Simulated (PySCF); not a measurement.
Species: C₂H₅Ge₂NO.
SMILES with atom numbers: `[N:1]#[C:2][Ge@H:3]1[CH2:4][GeH2:5][O:6]1` (hydrogens: H7 on Ge3; H8, H9 on C4; H10, H11 on Ge5)

Level of theory: PySCF, PBE0-D3(BJ)/def2-SVP geometry optimisation, gas phase.

Question: What internal coordinates does the optimisation give?

Answer: 
| bond | length (bohr) | order |
| --- | --- | --- |
| N1≡C2 | 2.191 | triple |
| C2–Ge3 | 3.651 | single |
| Ge3–C4 | 3.710 | single |
| C4–Ge5 | 3.745 | single |
| Ge5–O6 | 3.446 | single |
| Ge3–O6 | 3.391 | single |
| Ge3–H7 | 2.893 | single |
| C4–H8 | 2.077 | single |
| C4–H9 | 2.077 | single |
| Ge5–H10 | 2.906 | single |
| Ge5–H11 | 2.904 | single |

Orders are formal, as drawn. A selection of angles:
| angle | degrees |
| --- | --- |
| N1–C2–Ge3 | 178.0 |
| C2–Ge3–C4 | 111.9 |
| C2–Ge3–O6 | 109.7 |
| C2–Ge3–H7 | 107.9 |
| C4–Ge3–O6 | 89.9 |
| C4–Ge3–H7 | 122.3 |
| O6–Ge3–H7 | 113.8 |
| Ge3–C4–Ge5 | 85.8 |
| Ge3–C4–H8 | 114.9 |
| Ge3–C4–H9 | 114.1 |
| Ge5–C4–H8 | 115.3 |
| Ge5–C4–H9 | 115.4 |
| H8–C4–H9 | 109.7 |
| C4–Ge5–O6 | 88.5 |
| C4–Ge5–H10 | 116.0 |
| C4–Ge5–H11 | 116.1 |
| O6–Ge5–H10 | 110.4 |
| O6–Ge5–H11 | 111.1 |
| H10–Ge5–H11 | 112.3 |
| Ge3–O6–Ge5 | 95.8 |

Torsions: C2–Ge3–C4–Ge5 110° (anticlinal); Ge3–C4–Ge5–O6 1° (synperiplanar); C4–Ge5–O6–Ge3 -1° (synperiplanar); C2–Ge3–O6–Ge5 -112° (anticlinal).

Ge3 (germanium bonded to 2 C, O and H) has angles from 89.9° to 122.3°. Ge5 (germanium bonded to C, O and 2 H) has angles from 88.5° to 116.1°. The 4-membered ring Ge3–C4–Ge5–O6 has internal angles of 85.8° to 95.8°; it is almost planar, 0.01 Å rms from its mean plane, widest ring torsion 1°. The 3 C–Ge bonds span 1.932 Å (C2–Ge3, drawn single) to 1.982 Å (C4–Ge5, drawn single), a spread of 0.050 Å. The 2 Ge–O bonds span 1.795 Å (Ge3–O6, drawn single) to 1.823 Å (Ge5–O6, drawn single), a spread of 0.028 Å.

Point group: C1 (no symmetry element, even within 0.4 Å). No PBE0-D3(BJ)/def2-SVP frequencies stand behind this structure, so it isn't proved a minimum.
